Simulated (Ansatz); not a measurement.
A nudged elastic band was laid between two geometries of C$_{4}$H$_{8}$B$_{2}$ (14 atoms, charge 0, multiplicity 1).

Level of theory: RKS PBE0-D4/STO-3G in Ansatz 0.2.0.

```yaml
movable_images: 5
climbing_image: yes
spring: 5.0 eV/Å²
optimiser: quadratic models (default)
start_path: IDPP
force_threshold: 0.05 eV/Å
iteration_limit: 6
end_points: relaxed
```

First end point:

```xyz
14
Properties=species:S:1:pos:R:3
C -1.528 2.804 0.794
C -1.416 1.605 0.655
B -1.241 0.122 0.479
B 0.159 -0.529 -0.101
C 0.391 -0.696 -1.654
C 1.291 -1.011 0.889
H -1.635 3.872 0.919
H -2.143 -0.577 0.777
H 0.897 0.220 -2.000
H -0.529 -0.789 -2.242
H 1.056 -1.534 -1.896
H 1.078 -2.064 1.133
H 2.290 -0.987 0.436
H 1.317 -0.466 1.839
```

Last end point:

```xyz
14
Properties=species:S:1:pos:R:3
C -0.931 3.138 0.311
C -1.022 1.937 0.449
B -1.106 0.444 0.603
B 0.060 -0.560 0.008
C -0.011 -1.079 -1.481
C 1.262 -1.030 0.919
H -0.855 4.209 0.190
H -2.042 0.002 1.167
H 0.538 -0.348 -2.098
H -1.025 -1.137 -1.891
H 0.487 -2.046 -1.620
H 2.158 -1.287 0.341
H 1.537 -0.318 1.704
H 0.937 -1.953 1.427
```

**Question.** Which bonds break or form, and what moves?

**Answer.** No bond is made or broken. The dihedral B3–B4–C6–H13 goes from -154 to -29°. The two ends are copies of one structure, up to a mirror image or an exchange of like atoms.

**Question.** What energy profile does the band end with?

**Answer.** It converged. The highest image is number 2 of 0 to 6, 0.8 kJ/mol above the ends, which have the same energy within 2 meV. Another band between the same ends (5 images) ends at a top of the same energy, where a vibrational analysis finds 1 clearly imaginary mode. Limits of this set-up: minimal basis.

| image | path coordinate (Å) | energy (kJ/mol) | dihedral B3–B4–C6–H13 (°) |
| --- | --- | --- | --- |
| 0 | 0.00 | 0.0 | -154 |
| 1 | 0.62 | 0.4 | -133 |
| 2 | 1.24 | 0.8 | -110 |
| 3 | 1.84 | 0.8 | -89 |
| 4 | 2.44 | 0.8 | -68 |
| 5 | 3.03 | 0.4 | -48 |
| 6 | 3.63 | 0.0 | -29 |

**Question.** What is the geometry of the highest image?

**Answer.** 
```xyz
14
Properties=species:S:1:pos:R:3
C -1.132 3.029 0.519
C -1.176 1.817 0.535
B -1.201 0.314 0.535
B 0.064 -0.583 -0.026
C 0.176 -0.945 -1.559
C 1.222 -1.052 0.943
H -1.099 4.108 0.507
H -2.164 -0.220 0.957
H 0.706 -0.111 -2.048
H -0.792 -1.038 -2.065
H 0.763 -1.852 -1.748
H 1.456 -2.113 0.788
H 2.134 -0.494 0.682
H 1.028 -0.888 2.008
```

The band took 5 iterations and about 70 core-seconds.

Run time: 73 s on 1 CPU thread of a shared host.
